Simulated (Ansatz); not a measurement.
Computed with Ansatz on PBE0-D4/def2-TZVP structures; ΔE is electronic, products minus reactants. CCSD(T)/CBS adds triple-zeta CCSD(T) − MP2 to the extrapolated MP2 energy (def2 sets, frozen cores). This one scheme is used for every species, atoms too. Functionals use def2-TZVPP. No spin–orbit coupling; open shells (•) take unrestricted orbitals. Spin–orbit coupling would lower the free atoms: a little for S; clearly for Ge. Bonds to Ge are less sure, by a few kJ/mol each and by 10 to 20 or more in all where they break to atoms, as the def2 sets lack core-valence functions. Scalar relativity is left out up to krypton.

Consider the atomization: `[SH][GeH3]` → Ge• + 4 H• + S•.

`[SH][GeH3]`:

```xyz
6

S     0.001    1.413   -0.984
Ge   -0.197   -0.292    0.431
H     0.973    0.837   -1.710
H     1.129   -0.531    1.170
H    -0.613   -1.566   -0.319
H    -1.292    0.139    1.413
```

```csv
species,CAM-B3LYP energy (Eh)
`[SH][GeH3]`,-2477.75400
Ge•,-2077.03810
H•,-0.49881
S•,-398.12675
```

(1) Work out ΔE.

Largest T1 diagnostic among the species: 0.011.

## Answers

(1) ΔE = 4 × (-0.49881) + (-2077.03810) + (-398.12675) − (-2477.75400) = 0.59391 Eh = +1559.3 kJ/mol. CCSD(T)/CBS gives +1583.1 kJ/mol.

The D4 term adds +15.4 kJ/mol with B3LYP and +7.9 kJ/mol with PBE0; it sums over pairs of atoms, weighted by their polarisabilities, and B3LYP, whose exchange is more repulsive, gets the larger term. From PBE to PBE0 (25 % exact exchange), in def2-TZVPP and without D4, ΔE moves by −5.4 kJ/mol: exact exchange takes away binding that semilocal exchange gives to molecules. At CCSD(T), def2-SVP lies −121.2 kJ/mol from the extrapolated value and def2-TZVPP −32.8 kJ/mol: correlation converges slowly with the basis, and small sets miss more of it in the bonded molecule than in its fragments.

B3LYP here is the variant with VWN-RPA as its local correlation; programs differ in this.

For atomizations the MP2-based limit and the directly extrapolated one differ by several kJ/mol either way, and by 10 to 25 for some Ge, Se and Sn compounds, so smaller differences from it don't rank the levels.
